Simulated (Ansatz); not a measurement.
```yaml
crystal:
  periodic: [false, false, false]
  atoms:
    - {symbol: C, position_ang: [-0.074986, 1.393071, -0.724510]}
    - {symbol: B, position_ang: [0.528292, 0.131969, -0.004537]}
    - {symbol: C, position_ang: [-0.254789, -0.641626, 1.090484]}
    - {symbol: Se, position_ang: [-0.708898, -1.815088, -0.454087]}
    - {symbol: H, position_ang: [-1.162915, 1.477868, -0.646334]}
    - {symbol: H, position_ang: [0.348209, 2.283289, -0.239608]}
    - {symbol: H, position_ang: [0.202758, 1.459366, -1.778684]}
    - {symbol: H, position_ang: [1.671569, -0.186866, -0.189312]}
    - {symbol: H, position_ang: [-1.203642, -0.246831, 1.450192]}
    - {symbol: H, position_ang: [0.242693, -1.242577, 1.845286]}
    - {symbol: H, position_ang: [0.477111, -2.669674, -0.328290]}
basis:
  gaussian: {orbitals: def2-TZVP}
total_charge: 1
magnetization: {spin_polarized: true, initial_magnetization: 1}
hamiltonian: {xc: {name: B2PLYP}, dispersion: rvv10}
```

```sh
$ ansatz run in.yaml --threads 4 --pin off --events-out ev --progress --plain --max-ram 10444MiB
```

(1) How does Ansatz answer? (Best estimate.)

## Answers

(1) Computed: The input was rejected before any iteration.
```
Error: invalid value for `hamiltonian.dispersion`: this functional's text states its nonlocal part
```
